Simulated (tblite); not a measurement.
Start geometry of `CS(=O)(=O)C1=C/C=C\C=C/C=C\1` from a force field or distance geometry (Å):
```
atom  x, y, z in Å
C1    -2.5794    0.4738   -0.9818
S2    -2.3371   -0.5421    0.4389
O3    -2.7535   -1.8926    0.0995
O4    -2.9483    0.1420    1.5668
C5    -0.5707   -0.5108    0.5964
C6    -0.0516    0.3856    1.4466
C7     1.3538    0.5776    1.7622
C8     2.3533    0.8361    0.9073
C9     2.2479    0.9595   -0.5313
C10    1.7295    0.0623   -1.3831
C11    1.1758   -1.2296   -1.0553
C12    0.1757   -1.4810   -0.1926
H13   -2.0907    0.0292   -1.8299
H14   -3.6584    0.5305   -1.1721
H15   -2.2004    1.4849   -0.7785
H16   -0.7082    1.0270    2.0494
H17    1.5846    0.5716    2.8338
H18    3.3401    1.0145    1.3053
H19    2.6956    1.8678   -0.9348
H20    1.8027    0.2742   -2.4480
H21    1.5950   -2.0565   -1.6087
H22   -0.1662   -2.5047   -0.0909
```

Q: What comes out of this run: tblite, GFN2-xTB geometry optimisation, gas phase?

A: 
```
atom  x, y, z in Å
C1    -2.5684    0.2730   -1.1628
S2    -2.3067   -0.4317    0.4943
O3    -2.7722   -1.7931    0.4808
O4    -2.8769    0.4648    1.4645
C5    -0.5092   -0.4216    0.6521
C6     0.0235    0.3910    1.5518
C7     1.4509    0.4921    1.8580
C8     2.4071    0.7370    0.9694
C9     2.2167    1.0073   -0.4603
C10    1.6536    0.2087   -1.3597
C11    1.0749   -1.1153   -1.1153
C12    0.1291   -1.3929   -0.2229
H13   -2.0761   -0.3730   -1.8778
H14   -3.6341    0.3115   -1.3491
H15   -2.1417    1.2671   -1.1652
H16   -0.6525    0.9859    2.1541
H17    1.6977    0.3984    2.9082
H18    3.4311    0.8427    1.3091
H19    2.6590    1.9408   -0.7911
H20    1.6550    0.5081   -2.4020
H21    1.4270   -1.8967   -1.7779
H22   -0.2982   -2.3848   -0.1593
```

The energy falls by 3.7 kcal/mol over 114 L-BFGS steps, the largest force on an atom goes from 1.53 to 0.009 eV/Å, and the atoms move by 0.242 Å rms after alignment. The bond that changes most is C1–S2 (S-methyl carbon to sulfonyl sulfur), which lengthens by 0.056 Å. Bonds longer at the end by more than 0.005 Å: 7 of 22; shorter: 11. Among the angles that change most is C7–C6–H16, from 112.5° to 117.0°. Among the dihedrals that turn most is O3–S2–C5–C6, from -151° to -132°. Rotational constants go from 1614, 593.4, 522.1 to 1594, 604.3, 528.3 MHz. The orientation of the end geometry is arbitrary; only internal coordinates are fixed.

Hardware: Arm Neoverse V1, one thread, no GPU, shared host with 64 logical CPUs at a one-minute load of 53. Cost: 1.2 s wall.

Its GFN2-xTB frequencies are all real (lowest 34 cm⁻¹). One conformer, not necessarily the lowest. 3 starts were optimised and ended at 0.00, 1.06 and 1.08 kcal/mol (GFN2-xTB); the lowest of these is shown.

These are computed values.
